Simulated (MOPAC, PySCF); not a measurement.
C₆H₈Si₂, SMILES `C1=CC2=C(C=C[SiH2]2)[SiH2]1`, neutral singlet in the gas phase. 

Cartesian coordinates (Å):
```xyz
16

C      2.4231    -0.5515    -0.0211
C      1.3165    -1.3532    -0.0799
C      0.0031    -0.6921    -0.0450
C     -0.0031     0.6921     0.0450
C     -1.3165     1.3532     0.0799
C     -2.4231     0.5515     0.0211
Si    -1.8108    -1.2252    -0.0907
Si     1.8108     1.2252     0.0907
H      3.4463    -0.9536    -0.0410
H      1.3788    -2.4533    -0.1510
H     -1.3788     2.4533     0.1510
H     -3.4463     0.9536     0.0410
H     -2.2001    -1.9334    -1.3618
H     -2.2150    -2.0916     1.0733
H      2.2001     1.9334     1.3618
H      2.2150     2.0916    -1.0733
```
Charge 0, spin multiplicity 1.

All levels are single points at this geometry (PBE-D3(BJ)/def2-SVP); Pople sets use spherical d functions. Orbital energies aren't observables, and empty levels follow the basis.

B3LYP/6-311+G** in PySCF gives dipole (D) = 0.00.

Estimate the dipole (D) from each of these levels: PBE-D3(BJ)/def2-TZVP in PySCF; SVWN5/6-31G* in PySCF; HF/6-31G* in PySCF; PM3 in MOPAC; PM7 in MOPAC.


| level | dipole (D) |
|---|---|
| PBE-D3(BJ)/def2-TZVP in PySCF | 0.00 |
| SVWN5/6-31G* in PySCF | 0.00 |
| HF/6-31G* in PySCF | 0.00 |
| PM3 in MOPAC | 0.00 |
| PM7 in MOPAC | 0.00 |
